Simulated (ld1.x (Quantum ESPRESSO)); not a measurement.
# Which change was made? (Nb, TM)

```json
{"Element": "Nb (Z = 41)", "Generator": "ld1.x (Quantum ESPRESSO) 7.5", "Type": "norm-conserving Troullier–Martins (Kleinman–Bylander form)", "Functional": "PBEsol", "Relativity": "scalar-relativistic", "Frozen core": "[Ar] 3d10 4s2", "Valence charge": "11", "Reference configuration": "4p6 4d4 5s1 5p0", "Partial waves": "5s (bound): rc 3.40 bohr; 4d (bound): rc 2.70 bohr; 4p (bound): rc 1.70 bohr", "Local potential": "the p channel", "Core correction": "none"}
```

Cutoffs, loose and tight: the cutoffs (Ry, on a coarse ladder) from which the occupation-weighted sum of valence levels, in a spherical-Bessel basis at the reference potential, stays within 10 and 1 mRy of its value at 400 Ry. They do not see the model core or the augmentation charge, which bear on the density cutoff. Test errors are all-electron minus pseudo excitation energies from the reference, over the configurations 4p6 4d4 5s0 5p0; 4p6 4d3 5s0 5p0; 4p6 4d2 5s0 5p0; 4p6 4d3 5s1 5p1; 4p6 4d3 5s1 5p0; 4p6 4d4.5 5s0.5 5p0; 4p6 4d3 5s2 5p0; variants that change the core or the reference have their own tests. The largest error is taken over the tests solved by every variant that gives reliable tests at all, those not shown here included: 4p6 4d2 5s0 5p0; 4p6 4d3 5s0 5p0; 4p6 4d3 5s1 5p1; 4p6 4d3 5s2 5p0; 4p6 4d4 5s0 5p0; 4p6 4d4.5 5s0.5 5p0.

The base gives: outcome: generated; cutoff, loose: 40 Ry; cutoff, tight: 55 Ry; bound ghosts: s; largest test error (meV): +67.

Q: After one change the result is: outcome: generated; cutoff, loose: 25 Ry; cutoff, tight: 45 Ry; bound ghosts: s; largest test error (meV): +118. Which change was it?
A. wave 4p (bound): rc 1.70 bohr becomes 4p (bound): rc 1.32 bohr
B. wave 4p (bound): rc 1.70 bohr becomes 4p (bound): rc 1.52 bohr
C. wave 4p (bound): rc 1.70 bohr becomes 4p (bound): rc 2.22 bohr

A: C. The others give: wave 4p (bound): rc 1.70 bohr becomes 4p (bound): rc 1.52 bohr → outcome: generated; cutoff, loose: 50 Ry; cutoff, tight: 90 Ry; bound ghosts: s; largest test error (meV): +63 | wave 4p (bound): rc 1.70 bohr becomes 4p (bound): rc 1.32 bohr → outcome: generated; cutoff, loose: 60 Ry; cutoff, tight: 110 Ry; bound ghosts: s; largest test error (meV): +61.
